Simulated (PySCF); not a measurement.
Dipole moment and polarisability of `F[C@@H]1C(Cl)=C[C@H]2C[C@@H]12`

Compound: C6H6ClF.
Cartesian coordinates in Å at the GFN2-xTB level; atoms count from 1:
```
atom  x, y, z in Å
F1     1.2856    2.1189   -0.0060
C2     0.7924    0.9241    0.4808
C3     1.4182   -0.2595   -0.2230
Cl4    3.0903   -0.5815   -0.0509
C5     0.5337   -0.9705   -0.9192
C6    -0.8284   -0.4199   -0.7552
C7    -1.3551   -0.4495    0.6581
C8    -0.6806    0.7818    0.1489
H9     1.0052    0.9342    1.5571
H10    0.7495   -1.8418   -1.5095
H11   -1.5180   -0.4620   -1.5831
H12   -2.4253   -0.4126    0.7952
H13   -0.8352   -1.0582    1.3824
H14   -1.2329    1.6962    0.0022
```

Level: PBE0/def2-SVPD (PySCF), static field, nuclei fixed, core orbitals frozen in the response. The polarisability tensor in these axes (au):

```
x   98.23  1.23  1.90
y    1.23 71.42  5.45
z    1.90  5.45 66.30
```

Task: Give the principal values, the mean and the anisotropy Δα = √{½[(α1 − α2)² + (α2 − α3)² + (α1 − α3)²]}.

Result: Principal values 62.81, 74.71 and 98.44 au; mean 78.65 au = 11.65 Å³ = 12.97 × 10⁻⁴⁰ C²·m²/J; Δα = 31.42 au (40 % of the mean).

Task: What is the dipole moment, and where does it point?

Result: (-2.81, -1.45, 0.28) D, 3.17 D in size, pointing from the negative to the positive side. Measured along this direction, the outermost atoms are Cl4 at the negative end and H12 at the positive end.

Task: Estimate the molar refractivity from the static electronic polarisability.

Result: Lorentz–Lorenz: R = (4π/3)N_A α = 2.5225 cm³/(mol·Å³) × 11.65 Å³ = 29.4 cm³/mol, in the limit of long wavelengths.

Task: Find the Langevin capture rate constant for O2+ (31.990 u) meeting this molecule (132.014 u), k = 2.342 × 10⁻⁹ cm³/s × √(α in Å³ / reduced mass in u).

Result: The reduced mass is 25.75 u, so k = 1.58 × 10⁻⁹ cm³/s. The formula leaves out the permanent dipole, which adds to the capture rate.

Task: What depolarisation ratio follows for Rayleigh scattering of linearly polarised light, taking the static tensor?

Result: ρ = 3Δα²/(45ᾱ² + 4Δα²) = 2961.0/(278373 + 3948.1) = 0.0105.

Geometry: GFN2-xTB; no solvent, vibrations or thermal averaging.
